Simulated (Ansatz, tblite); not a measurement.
Clusters of 4 atoms, halide: E(high spin) − E(low spin) (eV) at several levels, gas phase, relaxed structures; Ansatz, xTB through tblite. Each state is relaxed at the level in the geometry column; the other columns are single points. Clusters are the lowest isomers that short searches found in that spin, judged at the geometry's level. Core potentials for Ag, Au, Rb in the def2 sets, no spin–orbit coupling. xTB has no spin-polarisation term. Singlets are spin-restricted. The structures are stationary points that may keep the symmetry of their start. Correlated methods freeze inner cores and use unrestricted references for open shells. Remarks come from the PBE and PBE0 runs and from stability tests at other levels; not every state was tested. HOMO above LUMO (over both spins in singlets and doublets, within one spin in higher multiplets; at PBE or PBE0), or a gap under 0.15 eV within one spin, warns that the state may not be the lowest or that an electron is smeared out.

```json
{"species": "Au2F2", "state": "quintet − singlet", "geometry": "PBE0-D4/def2-TZVP", "GFN1-xTB": "5.01", "GFN2-xTB": "7.70", "PBE-D4/def2-TZVP": "4.19", "PBE0-D4/def2-TZVP": "4.22", "RPA@PBE/def2-TZVP": "3.94", "remarks": "–"}
{"species": "Li2Br2", "state": "triplet − singlet", "geometry": "PBE0-D4/def2-TZVP", "GFN1-xTB": "4.81", "GFN2-xTB": "4.49", "PBE-D4/def2-TZVP": "4.40", "PBE0-D4/def2-TZVP": "4.75", "RPA@PBE/def2-TZVP": "4.45", "remarks": "–"}
{"species": "Cu2F2", "state": "quintet − singlet", "geometry": "PBE-D4/def2-SVP", "GFN1-xTB": "6.55", "GFN2-xTB": "9.91", "PBE-D4/def2-TZVP": "4.60", "PBE0-D4/def2-TZVP": "3.86", "RPA@PBE/def2-TZVP": "3.75", "remarks": "–"}
{"species": "Rb2Cl2", "state": "triplet − singlet", "geometry": "B3LYP-D4/def2-TZVP", "GFN1-xTB": "3.17", "GFN2-xTB": "3.10", "PBE-D4/def2-TZVP": "3.69", "PBE0-D4/def2-TZVP": "4.06", "RPA@PBE/def2-TZVP": "3.74", "remarks": "–"}
{"species": "Cu2Cl2", "state": "quintet − singlet", "geometry": "r2SCAN-D4/def2-SVP", "GFN1-xTB": "7.86", "GFN2-xTB": "10.14", "PBE-D4/def2-TZVP": "5.51", "PBE0-D4/def2-TZVP": "5.55", "RPA@PBE/def2-TZVP": "–", "remarks": "–"}
{"species": "TiF3", "state": "quartet − doublet", "geometry": "PBE0-D4/def2-TZVP", "GFN1-xTB": "5.26", "GFN2-xTB": "6.51", "PBE-D4/def2-TZVP": "5.46", "PBE0-D4/def2-TZVP": "5.38", "RPA@PBE/def2-TZVP": "5.19", "remarks": "–"}
{"species": "ScF3", "state": "triplet − singlet", "geometry": "PBE0-D4/def2-TZVP", "GFN1-xTB": "4.12", "GFN2-xTB": "5.06", "PBE-D4/def2-TZVP": "5.67", "PBE0-D4/def2-TZVP": "6.41", "RPA@PBE/def2-TZVP": "4.86", "remarks": "gap within one spin near zero at PBE or PBE0 (quintet)"}
{"species": "AlCl3", "state": "quintet − singlet", "geometry": "B3LYP-D4/def2-TZVP", "GFN1-xTB": "13.70", "GFN2-xTB": "10.65", "PBE-D4/def2-TZVP": "8.64", "PBE0-D4/def2-TZVP": "9.10", "RPA@PBE/def2-TZVP": "8.99", "remarks": "–"}
{"species": "Ag2Cl2⁺", "state": "quartet − doublet", "geometry": "r2SCAN-D4/def2-SVP", "GFN1-xTB": "2.90", "GFN2-xTB": "4.23", "PBE-D4/def2-TZVP": "3.41", "PBE0-D4/def2-TZVP": "3.99", "RPA@PBE/def2-TZVP": "3.74", "remarks": "–"}
```

(1) Estimate the column for r2SCAN-D4/def2-TZVP.

(1) Au2F2 3.87; Li2Br2 4.70; Cu2F2 3.92; Rb2Cl2 4.05; Cu2Cl2 5.25; TiF3 5.39; ScF3 5.92; AlCl3 8.93; Ag2Cl2⁺ 3.69.
